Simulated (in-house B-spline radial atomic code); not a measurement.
Neutral strontium is squeezed into an impenetrable sphere of radius R (the orbitals vanish at R). Computed with an all-electron radial atomic-structure program (B-spline basis): Dirac-Hartree-Fock, average of configuration, Fermi nucleus of rms radius 4.224 fm.

Energies in eV above the free atom in [Kr] 5s2:

| R (bohr) | highest level (eV) | [Kr] 5s2 | [Kr] 4d1 5s1 | [Ar] 3d10 4s1 4p6 5s2 5f1 |
| --- | --- | --- | --- | --- |
| 8.71 | -4.49 | 0.4516 | 2.591 | 62.07 |
| 5.68 | -1.22 | 5.599 | 6.552 | 82.47 |
| 4.66 | 3.52 | 14.21 | 12.67 | 103.8 |
| 4.22 | 7.65 | 22.18 | 18.29 | 120.3 |
| 3.33 | 26.7 | 62.96 | 47.79 | 190 |
| 3.19 | 32.3 | 75.93 | 57.41 | 209.9 |
| 2.6 | 73.3 | 182.5 | 139.2 | 358.7 |
| 2.27 | 120 | 320 | 248.7 | 534.5 |
| 1.94 | 202 | 597.5 | 476.1 | 868.3 |
| 1.49 | 459 | 1613 | 1338 | 2011 |

Q: Does [Kr] 4d1 5s1 fall below [Kr] 5s2 under compression?

A: Yes, between R = 5.68 and 4.66 bohr the order changes (near 5.29 bohr by linear interpolation).

Q: Does [Ar] 3d10 4s1 4p6 5s2 5f1 fall below [Kr] 5s2 under compression?

A: No, it stays above over the whole range.

The highest level is first positive in the row R = 4.66 bohr, pushed up by confinement above the zero of the free ion's potential. Each configuration is held fixed and needn't be the lowest in the sphere.
